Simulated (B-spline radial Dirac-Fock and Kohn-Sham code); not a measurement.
**Kohn-Sham estimates against Dirac-Fock for the levels of As**

System: the free arsenic atom, configuration 1s2 2s2 2p6 3s2 3p6 3d10 4s2 4p3.

The density-functional columns are spherical, spin-unpolarised Dirac-Kohn-Sham results without Breit or QED terms: −ε is minus the orbital energy of the initial state and ΔSCF the difference of two total energies, and "half-occupied" is minus the orbital energy with half an electron removed (Slater transition state). The reference in the last column comes from multi-electron Dirac-Fock with separately optimised hole states, Breit and Lamb-shift corrections added in first order. All numbers are from a radial finite-basis atomic code, in eV; a selection of levels is shown. The Kohn-Sham columns are given as differences from the reference. For the 1s level of heavy atoms much of the gap between ΔSCF and the reference is the Breit and QED part, -24.7 eV here; for other levels the error of the functional can be larger.

```tsv
level	LDA −ε − DF	LDA ΔSCF − DF	LDA half-occupied − DF	PBE0 −ε − DF	PBE ΔSCF − DF	Dirac-Fock
1s	-179.9	+22.4	+22.7	-99.8	+43.7	11874.8
2s	-60.7	-29.6	-29.8	-36.0	-27.4	1544.4
2p3/2	-41.9	-4.4	-4.6	-22.9	-3.9	1332.4
3s	-27.6	-16.6	-16.7	-17.4	-15.8	217.1
3p3/2	-20.2	-9.4	-9.6	-12.3	-9.2	151.9
3d3/2	-7.9	+2.3	+2.1	-3.6	+2.0	49.27
3d5/2	-8.0	+2.2	+2.1	-3.7	+1.9	48.59
4s	-3.7	+1.1	+1.0	-2.2	+0.8	18.41
4p	-3.0	+1.0	+0.9	-3.0	+0.8	8.36
```

Values without a named source are computed, but for edge energies of neutral atoms, which are taken from tables.
